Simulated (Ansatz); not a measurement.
`C[SiH]1C=C1` + H₂O → `O[SiH]1C=C1` + CH₄ at 500 K and 1 bar (formal hydrolysis of the Si–C bond).

Program: Ansatz. Geometries: PBE0-D4/def2-TZVP. ΔE: electronic, gas phase. CBS: MP2 limit from def2 TZ/QZ plus the TZ coupled-cluster correction, frozen cores. This one scheme is used for every species. Each species was taken in one conformer, which may not be the lowest.

```json
{"species": "`C[SiH]1C=C1`", "CCSD(T)/CBS energy (Eh)": "-406.78530", "H − E (kJ/mol)": "237.7", "S (J/(mol·K))": "358.9"}
{"species": "H₂O", "CCSD(T)/CBS energy (Eh)": "-76.37941", "H − E (kJ/mol)": "73.2", "S (J/(mol·K))": "206.3"}
{"species": "`O[SiH]1C=C1`", "CCSD(T)/CBS energy (Eh)": "-442.74227", "H − E (kJ/mol)": "175.7", "S (J/(mol·K))": "339.8"}
{"species": "CH₄", "CCSD(T)/CBS energy (Eh)": "-40.46206", "H − E (kJ/mol)": "135.6", "S (J/(mol·K))": "206.8"}
```

H − E and S are ideal-gas, rigid-rotor, harmonic terms from PBE0-D4/def2-TZVP, for one conformer and one mirror image of each species. 1 Eh = 2625.50 kJ/mol, R = 8.31446 J/(mol·K).

By hand: ΔE, ΔH, ΔS and ΔG.

ΔE = (-442.74227) + (-40.46206) − (-406.78530) − (-76.37941) = -0.03962 Eh = -104.0 kJ/mol. Δ(H − E) = 175.7 + 135.6 − 237.7 − 73.2 = 0.4, so ΔH = -103.6 kJ/mol. ΔS = 339.8 + 206.8 − 358.9 − 206.3 = -18.6 J/(mol·K). ΔG = -103.6 − 500 × (-18.6)/1000 = -94.3 kJ/mol.

By hand: the equilibrium constant, and the temperature at which ΔG would vanish if ΔH and ΔS stayed fixed.

log₁₀ K = −ΔG/(RT ln 10) = 9.9. ΔG = 0 at ΔH/ΔS = 5570 K, far beyond where these terms or the molecules hold.

ΔH outweighs TΔS. A doubt of 5 kJ/mol in ΔE shifts log₁₀ K by 0.5 here. Other conformers and mirror images would add mixing entropy, several J/(mol·K) or more a flexible species. These are equilibria of isolated gas molecules and say nothing of rates. Largest T1 diagnostic: 0.012 (customary marks: 0.02 for closed shells, 0.045 for open ones).
